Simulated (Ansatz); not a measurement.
Isolated molecules relaxed with PBE0-D4/def2-TZVP in Ansatz; ΔE leaves out vibrations. CCSD(T)/CBS is the MP2 limit (def2-TZVPP, def2-QZVPP) plus CCSD(T) − MP2 in def2-TZVPP, frozen cores. Functionals use def2-TZVPP. def2 core potentials past Kr. For Sb, Se outer-core shells are correlated without core-valence functions, which leaves a few kJ/mol of doubt a bond. Scalar relativity is left out up to krypton. One conformer a species, not always the lowest.

`[OH][SbH][SiH2][SeH]` + `C=NC` → `C=N[SiH2][SeH]` + `[CH3][SbH][OH]`  (formal exchange of groups at the Si–Sb bond)

Q: Is it downhill or uphill in electronic energy at CCSD(T)/CBS, and by how much? (Best estimate.)

A: Ansatz gave: Downhill: ΔE = -56.1 kJ/mol.

Q: What do these levels give: BHLYP-D4, revPBE, RPA@PBE/def2-TZVPP, HF/def2-SVP, SCS-MP2/def2-TZVPP, MP2/CBS(def2)? (An estimate is asked.)

A: The calculation gave: BHLYP-D4 -53.7, revPBE -41.6, RPA@PBE/def2-TZVPP -57.8, HF/def2-SVP -44.6, SCS-MP2/def2-TZVPP -63.2, MP2/CBS(def2) -60.3 kJ/mol.

Largest T1 diagnostic among the species: 0.013.

At CCSD(T), def2-SVP lies +28.9 kJ/mol from the extrapolated value and def2-TZVPP −0.3 kJ/mol. From BLYP to BHLYP (50 % exact exchange), in def2-TZVPP and without D4, ΔE moves by −8.1 kJ/mol. The D4 term adds +3.4 kJ/mol with B3LYP and +1.9 kJ/mol with PBE0; it sums over pairs of atoms, weighted by their polarisabilities, and B3LYP, whose exchange is more repulsive, gets the larger term.

B3LYP here is the variant with VWN-RPA as its local correlation; programs differ in this.
